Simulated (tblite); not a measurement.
C7H15PS.
Atom-mapped SMILES: `[CH3:1][CH2:2][C@@H:3]1[CH2:4][CH2:5][P@@:6]([CH3:7])(=[S:8])[CH2:9]1` (hydrogens: H10, H11, H12 on C1; H13, H14 on C2; H15 on C3; H16, H17 on C4; H18, H19 on C5; H20, H21, H22 on C7; H23, H24 on C9)

Geometry (GFN2-xTB, Å), atoms numbered from 1 in this order:
```
atom  x, y, z in Å
C1     2.9922    0.0901    0.8832
C2     2.0731    0.4565   -0.2761
C3     0.7832   -0.3639   -0.2926
C4    -0.0916   -0.0337   -1.5082
C5    -1.4029   -0.7890   -1.3354
P6    -1.8033   -0.6217    0.4639
C7    -2.8061    0.9151    0.5906
S8    -2.5761   -2.1619    1.3519
C9    -0.0827   -0.1268    0.9491
H10    3.2254   -0.9719    0.8643
H11    3.9236    0.6468    0.8147
H12    2.5283    0.3218    1.8384
H13    2.6016    0.2904   -1.2179
H14    1.8245    1.5196   -0.2212
H15    1.0404   -1.4283   -0.3388
H16   -0.2785    1.0426   -1.5356
H17    0.4073   -0.3134   -2.4374
H18   -1.2765   -1.8548   -1.5436
H19   -2.2105   -0.4095   -1.9633
H20   -3.7963    0.7071    0.1870
H21   -2.9082    1.1708    1.6446
H22   -2.3455    1.7379    0.0486
H23    0.2372   -0.7300    1.7994
H24   -0.0702    0.9259    1.2419
```

Level: GFN2-xTB in tblite, geometry and Hessian alike; calculated harmonic values, unscaled, isolated species. Errors from tens to a few hundred cm⁻¹ against measured bands are possible. One conformer, not necessarily the lowest.

Harmonic wavenumbers (cm⁻¹): 40.3, 81.7, 127.7, 162.2, 165.5, 191.9, 207.9, 235.8, 255.6, 266.8, 353.7, 397.9, 442.0, 489.8, 624.9, 725.9, 734.5, 751.0, 764.4, 813.6, 823.3, 845.9, 882.5, 893.9, 941.9, 986.8, 1010.6, 1033.0, 1048.6, 1081.3, 1115.2, 1121.2, 1169.7, 1192.8, 1200.3, 1240.2, 1258.5, 1272.1, 1301.4, 1325.7, 1327.3, 1355.6, 1413.5, 1417.5, 1432.0, 1432.4, 1438.6, 1487.2, 1495.3, 1503.5, 1507.4, 2927.2, 2946.9, 2952.1, 2961.3, 2967.4, 2971.9, 2976.8, 2984.4, 2988.4, 2998.4, 3001.4, 3012.0, 3038.5, 3040.4, 3047.8.

A = 1964, B = 681.8, C = 623.5 MHz; mass 162.063 u (most abundant isotopes); point group C1, symmetry number 1.

Q: Zero-point energy?

A: ½Σν̃ = 45102 cm⁻¹ = 128.95 kcal/mol.

Q: Give the ideal-gas entropy at 200 K and 1 bar in the rigid-rotor, harmonic-oscillator model (classical rotation).

A: Translation 39.20, rotation 29.14, vibration 21.64: S = 90.0 cal/(mol K).

Q: And Cp and H(200 K) − H(0)?

A: Cp = 32.23 cal/(mol K), of which vibrations give 24.28 (their classical limit is 66 R = 131.2); H(200 K) − H(0) = 4.02 kcal/mol without the zero-point energy, 2.43 from vibrations.

Q: Which modes carry the vibrational entropy at 200 K?

A: 40.3 cm⁻¹: 4.45; 81.7 cm⁻¹: 3.07; 127.7 cm⁻¹: 2.22; 162.2 cm⁻¹: 1.79; 165.5 cm⁻¹: 1.75; 191.9 cm⁻¹: 1.50 cal/(mol K); the other 60 give 6.85 together.

Q: Blend soft modes into free rotors: weight 1/[1 + (100 cm⁻¹/ν̃)⁴] for the oscillator and the rest for a rotor with moment μB/(μ + B), μ = h/(8π²ν), B = 10⁻⁴⁴ kg m². What vibrational entropy results?

A: 20.42 cal/(mol K) in place of 21.64, which changes −T·S at 200 K by +0.24 kcal/mol.

Q: How do the functions run with temperature in this model?

A: 
```csv
T (K),S (cal/(mol K)),Cp (cal/(mol K)),H − H(0) (kcal/mol),G − H(0) (kcal/mol),ln q(vib)
100,72.0,20.8,1.35,-5.84,1.77
300,105.3,44.5,7.84,-23.75,7.83
500,133.8,68.1,19.20,-47.70,13.95
800,171.4,91.6,43.45,-93.64,22.96
1000,193.0,101.9,62.85,-130.11,28.65
```

q(vib) and H(0) count from the zero-point level.

Q: What must be added to the electronic energy to get the Gibbs energy at 200 K and 1 bar?

A: ZPE + [H(200 K) − H(0)] − T·S = 128.95 + 4.02 − 18.00 = 114.97 kcal/mol.

Hindered rotation and anharmonicity are outside this model. Other conformers, if any are populated, would add a mixing term that is left out. The structure is chiral; the term R ln 2 for an equal mix with its mirror image is left out.
